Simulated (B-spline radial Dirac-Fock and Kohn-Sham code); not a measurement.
Calculated with a radial B-spline solver, using Dirac-Fock (average of configuration) total-energy differences with a finite nucleus, the Breit interaction including its frequency dependence, and self-energy and vacuum-polarisation corrections. Electron correlation is not included.

Question: An atom or ion in its tabulated ground configuration has these computed binding energies (the last is its least bound level). Which is it?

| level | binding energy (eV) |
| --- | --- |
| L1 | 11478.2 |
| M1 | 2805.1 |
| N1 | 737.1 |
| N3 | 579.5 |
| N5 | 406.9 |
| N6,7 | 204.8 |
| O2,3 | 195.2 |

Answer: Hf¹⁰⁺: Z = 72 with 62 electrons, [Kr] 4d10 4f12 5s2 5p2.

Question: An atom or ion in its tabulated ground configuration has these computed binding energies (the last is its least bound level). Which is it?

```csv
level,binding energy (eV)
1s,24822.2
2s,4071.5
3p1/2,999.8
3p3/2,970.8
3d3/2,779.8
3d5/2,774.2
4s,456.2
```

Answer: Pd¹⁷⁺: Z = 46 with 29 electrons, [Ar] 3d10 4s1. The hydrogen-like estimate √(E/Ry) = 42.7 for the K level lies 3.3 below Z (screening lowers it, relativity raises it); the outermost level, at 456.2 eV, fixes the charge.

Question: Identify the element and charge state from the binding energies below (tabulated ground configuration; the least bound level is included).

| level | binding energy (eV) |
| --- | --- |
| K | 45557.7 |
| L1 | 7808.2 |
| M2 | 1847.7 |
| M3 | 1734.0 |
| N2 | 616.1 |
| N3 | 588.9 |
| N4,5 | 466.4 |

Answer: Pm¹⁶⁺: Z = 61 with 45 electrons, [Kr] 4d9. The hydrogen-like estimate √(E/Ry) = 57.9 for the K level lies 3.1 below Z (screening lowers it, relativity raises it); the outermost level, at 466.4 eV, fixes the charge.

Question: An atom or ion in its tabulated ground configuration has these computed binding energies (the last is its least bound level). Which is it?

| level | binding energy (eV) |
| --- | --- |
| 2s | 11850.9 |
| 2p1/2 | 11403.3 |
| 2p3/2 | 10599.5 |
| 3s | 4463.3 |
| 3p1/2 | 4278.4 |
| 3p3/2 | 4081.8 |
| 3d | 3821.2 |

Answer: Dy⁴⁶⁺: Z = 66 with 20 electrons, [Ar] 3d2.

Question: Identify the element and charge state from the binding energies below (tabulated ground configuration; the least bound level is included).

```
level  binding energy (eV)
   1s              58758.5
   2s              11034.4
3p3/2               3043.4
3d5/2               2645.2
   4s               1525.5
4p1/2               1428.8
4p3/2               1370.1
```

Answer: Er³²⁺: Z = 68 with 36 electrons, [Ar] 3d10 4s2 4p6. The hydrogen-like estimate √(E/Ry) = 65.7 for the K level lies 2.3 below Z (screening lowers it, relativity raises it); the outermost level, at 1370.1 eV, fixes the charge.
